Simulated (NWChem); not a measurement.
GaH2OBr; SMILES [GaH]([Br])[OH]

```xyz
5

Ga    -0.2839     0.8820     0.0000
H     -1.6971     1.5276     0.0000
Br     0.0126    -1.3761     0.0000
O      1.2471     1.7810     0.0000
H      1.1482     2.7391     0.0000
```
Atoms are numbered in this order, from 1.

Level: PBE0/def2-SVP (NWChem), optimised geometry, unscaled harmonic frequencies. This build's default masses of Se (78.918 u) and Br (79.917 u) are each other's, which moves their modes by up to 0.6 %.

```csv
frequency (cm⁻¹),IR intensity (km/mol)
155,5.0
316,36.0
352,67.9
459,93.9
597,160.8
725,69.1
797,80.5
2036,115.9
3908,87.9
```

| Property | Value |
|---|---|
| zero-point energy | 13.4 kcal/mol |
| thermal correction to the enthalpy at 298.15 K (with zero-point energy) | 17.0 kcal/mol |
| heat capacity Cv | 14.9 cal/(mol K) |
| entropy at 298.15 K and 1 atm (symmetry number 1) | 74.3 cal/(mol K) |
| dipole moment | 2.87 D |

Rigid rotor and harmonic oscillator.
